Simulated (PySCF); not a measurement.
# Telling isomers of C₆H₅F₃O apart by NMR

Calculated, not measured (PySCF): PBE0/pcSseg-1 with gauge-including orbitals, coordinates at the GFN2-xTB level. One computed conformer, rapidly exchanging positions averaged, no solvent model, relativity neglected.

Shifts are taken against calculated references (same method and geometry level): TMS for ¹H, ¹³C. Splittings of carbon signals by F and P are missing where no couplings were computed. Where no couplings were computed, multiplicities follow the n + 1 count of equivalent neighbours, and m marks all less simple cases (inequivalent or close neighbours, rings, F or P nearby). Shifts are as computed. Against solution values, carbons near 30 ppm lie about +3 ppm off and those near 130 ppm about +5 ppm. Of 1211 compounds with measured shifts, 218 miss one by over three times the rms of a fit or turn the order of signals round; such compounds aren't used in these exercises.

(1) Tabulate the signals of `C=CC1(OC(F)(F)F)C=C1`, `C=C(C#CC)OC(F)(F)F`, `C#C[C@@H](C(C)=O)C(F)(F)F`, `Cc1cocc1C(F)(F)F` and their relative energies.

(2) What is the quickest way to tell C=CC1(OC(F)(F)F)C=C1 from C=C(C#CC)OC(F)(F)F?

(3) What is the quickest way to tell C=C(C#CC)OC(F)(F)F from Cc1cocc1C(F)(F)F?

(4) What is the quickest way to tell C=C(C#CC)OC(F)(F)F from C#C[C@@H](C(C)=O)C(F)(F)F?

Answers

(1) 
```json
{"SMILES": "C=CC1(OC(F)(F)F)C=C1", "carbon types": "2×C 3×CH 1×CH2", "δC": "146.5, 131.8, 130.6, 125.2, 65.1", "δH": "7.80 (s, 2H), 6.07 (m, 1H), 5.82 (m, 1H), 5.46 (m, 1H)", "E rel. (kcal/mol)": "61.4"}
{"SMILES": "C=C(C#CC)OC(F)(F)F", "carbon types": "4×C 1×CH2 1×CH3", "δC": "145.3, 129.6, 112.1, 106.0, 76.7, 5.5", "δH": "5.42 (m, 1H), 5.32 (m, 1H), 2.29 (s, 3H)", "E rel. (kcal/mol)": "47.4"}
{"SMILES": "C#C[C@@H](C(C)=O)C(F)(F)F", "carbon types": "3×C 2×CH 1×CH3", "δC": "199.9, 133.7, 84.7, 79.4, 55.1, 28.2", "δH": "3.88 (m, 1H), 2.60 (s, 3H), 2.02 (d, 1H)", "E rel. (kcal/mol)": "39.3"}
{"SMILES": "Cc1cocc1C(F)(F)F", "carbon types": "3×C 2×CH 1×CH3", "δC": "148.4, 145.5, 132.6, 128.5, 126.7, 10.3", "δH": "7.81 (m, 1H), 7.36 (m, 1H), 2.42 (s, 3H)", "E rel. (kcal/mol)": "0.0"}
```

Energies are electronic energies at PBE0/pcSseg-1 on these geometries, without zero-point or thermal terms, each for the one conformer computed, which needn't be the lowest.

(2) Count the carbon signals: 5 against 6. The first has an alkene CH at 146.5 ppm, the second a propargylic methyl carbon (CH3) at 5.5 ppm. Their most deshielded carbons lie at 146.5 and 145.3 ppm. In the proton spectra the most deshielded non-exchanging signals are 7.80 (s, 2H) and 5.42 (m, 1H).

(3) Both give the same number of carbon signals, but DEPT or the intensities differ. The first has a β carbon of an enol-ether or enamine type C=C (CH2) at 112.1 ppm, the second an aromatic CH next to the ring oxygen at 148.4 ppm. Their most deshielded carbons lie at 145.3 and 148.4 ppm. In the proton spectra the most deshielded non-exchanging signals are 5.42 (m, 1H) and 7.81 (m, 1H).

(4) Both give the same number of carbon signals, but DEPT or the intensities differ. The first has a β carbon of an enol-ether or enamine type C=C (CH2) at 112.1 ppm, the second a terminal alkyne carbon (CH) at 84.7 ppm. Their most deshielded carbons lie at 145.3 and 199.9 ppm. In the proton spectra the most deshielded non-exchanging signals are 5.42 (m, 1H) and 3.88 (m, 1H).
